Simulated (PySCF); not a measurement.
# Dipole moment and polarisability of `CSc1nncn1C`

Species: C4H7N3S.
SMILES with atom numbers: `[CH3:1][S:2][c:3]1[n:4][n:5][cH:6][n:7]1[CH3:8]` (hydrogens: H9, H10, H11 on C1; H12 on C6; H13, H14, H15 on C8)

Geometry (GFN2-xTB, Å), atoms numbered from 1 in this order:
```xyz
15
C4H7N3S angstrom
C      2.838   -0.153    0.100
S      1.411    0.939   -0.126
C      0.160   -0.249    0.043
N      0.317   -1.527    0.261
N     -0.907   -2.074    0.322
C     -1.782   -1.134    0.142
N     -1.166    0.068   -0.043
C     -1.731    1.364   -0.275
H      3.724    0.470    0.018
H      2.823   -0.913   -0.674
H      2.774   -0.615    1.079
H     -2.844   -1.266    0.138
H     -2.817    1.286   -0.287
H     -1.422    2.053    0.513
H     -1.383    1.758   -1.232
```

Level: PBE0/def2-SVPD (PySCF), static field, nuclei fixed, core orbitals frozen in the response. The polarisability tensor in these axes (au):

```
x   110.75   4.75   0.54
y     4.75  91.00  -5.23
z     0.54  -5.23  60.03
```

Task: Diagonalise the tensor; give its mean and Δα, where Δα² is half the sum of the squared differences of the eigenvalues.

Result: Principal values 59.14, 90.81 and 111.84 au; mean 87.26 au = 12.93 Å³ = 14.39 × 10⁻⁴⁰ C²·m²/J; Δα = 45.95 au (53 % of the mean).

Task: What is the dipole moment, and where does it point?

Result: (-1.25, 4.09, -0.71) D, 4.33 D in size, pointing from the negative to the positive side. Measured along this direction, the outermost atoms are N5 at the negative end and H14 and H15 at the positive end.

Task: Molar refractivity from α?

Result: Lorentz–Lorenz: R = (4π/3)N_A α = 2.5225 cm³/(mol·Å³) × 12.93 Å³ = 32.6 cm³/mol, in the limit of long wavelengths.

Task: Refractivity n − 1 of an ideal gas of it at 273.15 K and 1 atm, from the electronic α?

Result: N = p/kT = 2.6868 × 10¹⁹ cm⁻³, so n − 1 = 2π × N × 12.93 × 10⁻²⁴ cm³ = 2183 × 10⁻⁶ at long wavelengths, for an ideal gas.

Task: Directions of the eigenvectors, and the extent of the frame along each?

Result: Largest value along (0.97, 0.23, -0.01), where the nuclei span 6.79 Å; middle along (-0.22, 0.96, -0.17), 4.05 Å; least along (-0.03, 0.17, 0.99), 1.78 Å. The response follows the extents in order.

Task: Give the eigenvalues of the traceless quadrupole moment Θ = ½Σq(3rr − r²1), origin at the centre of nuclear charge.

Result: -16.25, -3.69, 19.94 D·Å. The values depend on the origin, since the dipole doesn't vanish. The electronic extent ⟨r²⟩ about the same centre is 1114 bohr², a root-mean-square distance of 2.14 Å for the 68 electrons.

Geometry: GFN2-xTB, one conformer, isolated molecule.
